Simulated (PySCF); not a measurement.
C6H5, SMILES [c]1ccccc1 (connectivity only; charge and spin as stated), charge +1, multiplicity 1. The structure is a stationary point at PBE-D3(BJ)/def2-SVP. The spin state was assumed, not searched. The isomer is the one that the SMILES or the coordinates give; other isomers of the formula were not compared.

Computed with PBE-D3(BJ)/def2-SVP (PySCF 2.14.0).

Harmonic wavenumbers (cm⁻¹): 378, 384, 400, 446, 512, 634, 675, 820, 854, 902, 945, 951, 977, 1052, 1072, 1101, 1155, 1235, 1323, 1445, 1469, 1789, 3103, 3103, 3150, 3159, 3164. Rotational constants (GHz): 6.674, 5.340, 2.966; symmetry number 2.

### Question
Work out the zero-point energy and the ideal-gas rigid-rotor harmonic-oscillator thermochemistry at 298.15 K and 1 atm.

### Answer
ZPE = ½ Σ hcν = ½ × 36200 cm⁻¹ = 216.52 kJ/mol. H − E(el) = 232.15 kJ/mol. Entropy in J/(mol K): translation 162.94, rotation 101.02, vibration 26.70, total 290.66. G − E(el) = 145.49 kJ/mol. Cp = 89.94 J/(mol K).
